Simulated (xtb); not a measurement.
xtb input:

```bash
xtb mol.xyz --gfn 2 --sp --chrg -1 --uhf 0
```
mol.xyz:
```
17

C      2.34511856    -0.42170586    -0.48687500
C      1.64385616    -0.31529407     0.85498724
C      0.32019314    -0.07181899     0.86782079
C     -0.68022660     0.13160930    -0.26943835
C     -1.32603922     1.52110479    -0.19735863
C     -1.76861814    -0.94923654    -0.24983614
H      1.74922456    -0.28796447    -1.42268860
H      3.16394648     0.30901746    -0.53924766
H      2.83501348    -1.40134969    -0.57429745
H     -0.19683913     0.00596693     1.84031705
H     -0.15686972     0.05810829    -1.22769936
H     -2.08378978     1.67539524    -0.97825868
H     -1.81510679     1.65927250     0.77387811
H     -0.56636226     2.29972970    -0.29268399
H     -2.52674692    -0.79907505    -1.03122811
H     -1.32543283    -1.93841858    -0.38216476
H     -2.28274061    -0.94863425     0.71827406
```

Q: Predict the final energy.

A: -18.51893 Eh (GFN2-xTB).

It need not be the lowest isomer of its formula. Whether it binds its extra electron was not tested at this geometry.
